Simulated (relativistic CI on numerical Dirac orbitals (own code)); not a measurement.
# Pt³⁺: 4f photoemission

Computed with this model: Dirac-Coulomb-Breit CI, orbitals from a KLI potential per configuration, model QED (radiative potential, 1s self-energy scaled to tabulated hydrogen-like ionisation energies), valence Slater integrals scaled by 0.7, multiplet model of photoemission in the sudden approximation; configurations [Xe] 4f14 5d7 → [Xe] 4f13 5d7; 300 K; Lorentzian 0.25 eV and Gaussian 0.5 eV FWHM. Energies are those of the free ion, without screening or charge transfer. The energies are binding energies and can lie tens of eV above those of solids. S is read from ⟨S²⟩ = S(S + 1).

Field parameters in Wybourne normalisation: D3d B²₀ = −7Dσ, B⁴₀ = −14Dq − 21Dτ, B⁴₃ = −14√(10/7) Dq. The field is a parameter set, without covalency.

free ion: ground-state S = 1.35, centroid 116.88 eV. Peaks (eV, height): 115.1 (100), 119.0 (66).

D3d, 10Dq = 17050, Dσ = -1200, Dτ = 290 cm⁻¹: ground-state S = 0.79, centroid 117.04 eV. Peaks (eV, height): 115.4 (100), 118.9 (56).

Strongest unbroadened transitions for D3d, 10Dq = 17050, Dσ = -1200, Dτ = 290 cm⁻¹:

```tsv
Energy (eV)	Relative strength
115.02	85.0
115.04	92.3
115.06	47.0
115.19	61.6
115.25	68.2
115.30	84.6
115.36	56.0
115.37	100.0
115.40	65.8
115.49	48.2
115.51	59.0
115.56	42.8
115.57	91.6
115.65	36.7
115.67	49.5
115.71	46.7
115.74	43.6
118.68	39.6
```
